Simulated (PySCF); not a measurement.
CH₆ClNOSi. Atoms are numbered in the order given.

```xyz
11

C      1.6902    -0.8557    -0.5117
Si     0.0720     0.0353    -0.3300
N     -1.0913    -0.6745    -1.3771
O      0.1488     1.6623    -0.6434
Cl    -0.4550    -0.0392     1.6793
H      1.6044    -1.9034    -0.1847
H      2.4555    -0.3711     0.1125
H      2.0353    -0.8434    -1.5572
H     -2.0562    -0.3629    -1.3286
H     -1.0535    -1.6754    -1.5385
H      0.0487     1.8868    -1.5737
```

Geometry: PBE0-D3(BJ)/def2-SVP. This is a generated structure with no PubChem entry under its InChIKey; it may be hypothetical. The values are those of a single conformer.

Calculation: PySCF with PBE0/def2-TZVP.

Computed frontier levels, gap, dipole moment and polarisability:
```yaml
highest_occupied_level: -7.88 eV
lowest_empty_level: 0.55 eV
orbital_gap: 8.43 eV
dipole_moment: 3.15 D
quadrupole, principal values (traceless, Buckingham form, about the centre of nuclear charge): -4.36, 0.43, 3.93 D·Å
mean_static_polarisability: 57.8 bohr³ (8.56 Å³)
polarisability_principal_values: 52.6, 57.0, 63.6 bohr³
```
